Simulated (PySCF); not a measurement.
Isomers of C3H12BN, from PBE0-D3(BJ)/def2-SVP geometry optimisation, gas phase (PySCF 2.14.0). One conformer each, no zero-point energy, no frequencies.

Question: Which is lower in electronic energy at this level?
A. `[CH3:1][CH2:2][CH2:3][BH2-:4][NH3+:5]` with C1–C2–C3–B4 178°, C2–C3–B4–N5 65°: A = 10521, B = 2173, C = 1990 MHz, dipole 5.13 D
B. `[BH3-:1][NH2+:2][CH2:3][CH2:4][CH3:5]` with B1–N2–C3–C4 178°, N2–C3–C4–C5 63°: A = 11521, B = 2317, C = 2134 MHz, dipole 6.04 D

Answer: A. That is `C(CC)[BH2-][NH3+]`, 7.7 kcal/mol below the other.

| SMILES | mapped SMILES | E (Eh) | relative (kcal/mol) | relative (kJ/mol) | dipole (D) |
| --- | --- | --- | --- | --- | --- |
| CCC[BH2-][NH3+] | [CH3:1][CH2:2][CH2:3][BH2-:4][NH3+:5] | -200.77178 | 0.0 | 0.0 | 5.13 |
| [BH3-][NH2+]CCC | [BH3-:1][NH2+:2][CH2:3][CH2:4][CH3:5] | -200.75946 | 7.7 | 32.3 | 6.04 |
